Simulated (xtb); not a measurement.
Si(F)3(OH) (F₃HOSi), SMILES O[Si](F)(F)F. All values are semi-empirical tight-binding results from xtb (GFN2-xTB unless named), good for trends rather than for accurate numbers. Coordinates come from a GFN2-xTB optimisation. The values are those of a single conformer.

```
Quantity                                        Value
--------------------------------------  -------------
orbital gap                                  10.71 eV
dipole moment                                  3.01 D
zero-point energy                       13.7 kcal/mol
G − E(el) at 298.15 K (modified RRHO)   -5.1 kcal/mol
static polarisability (D4 model)           47.4 bohr³
solvation energy, GFN2-xTB/ALPB(water)  -4.8 kcal/mol
solvation energy, GFN2-xTB/ALPB(dmso)   -6.4 kcal/mol
```
